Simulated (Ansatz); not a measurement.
`C[CH2][Zn][Cl]` + NH₃ → `C[CH2][Zn][NH2]` + HCl at 500 K and 1 bar (ligand exchange at a Zn–Cl bond).

Program: Ansatz. Geometries: PBE0-D4/def2-TZVP. ΔE: electronic, gas phase. CCSD(T)/CBS adds triple-zeta CCSD(T) − MP2 to the extrapolated MP2 energy (def2 sets, frozen cores). This one scheme is used for every species. For Zn outer-core shells are correlated without core-valence functions, which leaves a few kJ/mol of doubt a bond. Scalar relativity is left out up to krypton. Each species was taken in one conformer, which may not be the lowest.

| species | CCSD(T)/CBS energy (Eh) | H − E (kJ/mol) | S (J/(mol·K)) |
| --- | --- | --- | --- |
| `C[CH2][Zn][Cl]` | -2317.32947 | 212.2 | 387.0 |
| NH₃ | -56.50880 | 108.2 | 211.8 |
| `C[CH2][Zn][NH2]` | -1913.40675 | 279.5 | 410.5 |
| HCl | -460.38127 | 32.5 | 201.9 |

H − E and S are ideal-gas, rigid-rotor, harmonic terms from PBE0-D4/def2-TZVP, for one conformer and one mirror image of each species. 1 Eh = 2625.50 kJ/mol, R = 8.31446 J/(mol·K).

Task: By hand: ΔE, ΔH, ΔS and ΔG.

Result: ΔE = (-1913.40675) + (-460.38127) − (-2317.32947) − (-56.50880) = 0.05025 Eh = 131.9 kJ/mol. Δ(H − E) = 279.5 + 32.5 − 212.2 − 108.2 = -8.4, so ΔH = 123.5 kJ/mol. ΔS = 410.5 + 201.9 − 387.0 − 211.8 = 13.6 J/(mol·K). ΔG = 123.5 − 500 × (13.6)/1000 = 116.7 kJ/mol.

Task: By hand: the equilibrium constant, and the temperature at which ΔG would vanish if ΔH and ΔS stayed fixed.

Result: log₁₀ K = −ΔG/(RT ln 10) = -12.2. ΔG = 0 at ΔH/ΔS = 9081 K, far beyond where these terms or the molecules hold.

The number of gas molecules stays the same, so ΔS is small and ΔH decides. A doubt of 5 kJ/mol in ΔE shifts log₁₀ K by 0.5 here. Other conformers and mirror images would add mixing entropy, several J/(mol·K) or more a flexible species. Modes under 60 cm⁻¹, often nearly free rotors, make the harmonic entropy too high. These are equilibria of isolated gas molecules and say nothing of rates. Largest T1 diagnostic: 0.014 (customary marks: 0.02 for closed shells, 0.045 for open ones).
